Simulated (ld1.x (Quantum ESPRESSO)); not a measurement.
## Pseudopotential generation for In: TM, LDA (PZ), scalar-relativistic.

ld1.x (Quantum ESPRESSO) 7.5 input, shortened:

```
&input
   title='In', zed=49., rel=1, dft='PZ', iswitch=3,
   config='[Kr] 4d10 5s2 5p1'
 /
 &inputp
   pseudotype=2, tm=.true., lloc=1,
   nlcc=.true.
 /
2
5S  1  0   2.00   0.00  1.95  1.95  0.0
5P  2  1   1.00   0.00  3.15  3.15  0.0
 &test
   configts(1)='5s2 5p1'
 /
```

Poles of the logarithmic derivatives, all-electron (AE) and pseudo (PS). s: poles at -0.2, 4.2 (AE) and -0.2, 0.7 (PS) Ry. p: poles at 0.7 (AE) and 0.6, 4.3 (PS) Ry. Test radius 3.41 bohr.

- Cutoffs needed: 15 Ry and 30 Ry (the cutoffs (Ry, on a coarse ladder) from which the occupation-weighted sum of valence levels, in a spherical-Bessel basis at the reference potential, stays within 10 and 1 mRy of its value at 400 Ry)
- Ghost test: no extra level below or beside the all-electron valence levels (s, p, d, f tested) (spherical-Bessel basis up to 400 Ry, 20 bohr box)
- Largest excitation error: -157 meV (all-electron minus pseudo) for 5s1 5p0, out of 7 test configurations
